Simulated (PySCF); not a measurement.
## Electron correlation in Br⁻ (bromine, charge -1)

[Kr], closed-shell 1S. All numbers are calculated (PySCF 2.14, scalar relativity through the core potential, in aug-cc-pVTZ-PP with ECP10MDF). Frozen: 3s2 3p6 3d10; 8 electrons correlated.

MP2 pair energies summed by pair of shells (mhartree):

```tsv
pair	energy	share (%)
4p-4p	-123.66	70.2
4s-4p	-44.52	25.3
4s-4s	-7.90	4.5
```

Total MP2 correlation energy: -176.08 mhartree.

Same-spin part -43.53 and opposite-spin part -132.55 mhartree; SCS-MP2 scales them by 1/3 and 6/5 to -173.57 mhartree.
